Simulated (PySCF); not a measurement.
Species: C4H6FNO.
Cartesian coordinates in Å at the PBE0-D3(BJ)/def2-SVP level; atoms count from 1:
```
atom  x, y, z in Å
C1    -1.869    0.506    0.241
O2    -0.648    0.485   -0.459
C3     0.115   -0.620   -0.250
F4    -0.454   -1.727   -0.838
C5     1.470   -0.406   -0.904
C6     2.208    0.699   -0.311
N7     2.789    1.569    0.182
H8    -1.704    0.410    1.330
H9    -2.343    1.474    0.037
H10   -2.538   -0.304   -0.092
H11    0.210   -0.854    0.830
H12    2.060   -1.331   -0.822
H13    1.297   -0.206   -1.973
```

Computed with PySCF at CAM-B3LYP/def2-SVPD, non-relativistic, on one gas-phase PBE0-D3(BJ)/def2-SVP geometry that isn't relaxed in the solvent. The solvent is an IEF-PCM continuum (Bondi radii, 1.10 Å for H, scaled by 1.2), and excitations are vertical TDDFT with non-equilibrium linear response and a frozen core. Specific hydrogen bonds and non-electrostatic terms are outside this model.

```tsv
run	E − E(gas) (kcal/mol)	HOMO (eV)	HOMO–LUMO gap (eV)	dipole (D)	lowest singlet (eV)	static polarisability (au)
gas	0.00	-10.43	11.49	3.06	7.61	57.6
P	-6.53	-10.18	11.47	3.67	7.67	68.6
Q	-7.50	-10.15	11.46	3.76	7.68	70.5
```

Question: The runs were made in chloroform and tetrahydrofuran. Which run belongs to which solvent?

Answer: P = chloroform, Q = tetrahydrofuran. The dielectric constants are 4.711 (chloroform), 7.426 (tetrahydrofuran), and the energy falls further as ε rises. The optical constants n² used for the excitations are 2.09, 1.97 in the same order. In this model the ground state sees the solvent through ε alone.

Question: How constant is the ratio of the lowering to (ε − 1)/(2ε + 1)?

Answer: 
```
        solvent  (ε − 1)/(2ε + 1)  E − E(gas) (kcal/mol)  ratio (kcal/mol)  polarisation term (kcal/mol)
     chloroform             0.356                  -6.53             -18.3                         -7.43
tetrahydrofuran             0.405                  -7.50             -18.5                         -8.70
```

The ratio changes by +0.9 % in size from chloroform to tetrahydrofuran. The polarisation term is half the interaction of the solute with the induced surface charges.

The run took 27 s wall on one thread, Intel Xeon Platinum 8488C (x86_64) (shared host), and the process peaked at 0.92 GiB of memory. This is the whole response run at CAM-B3LYP/def2-SVPD in tetrahydrofuran, SCF included.
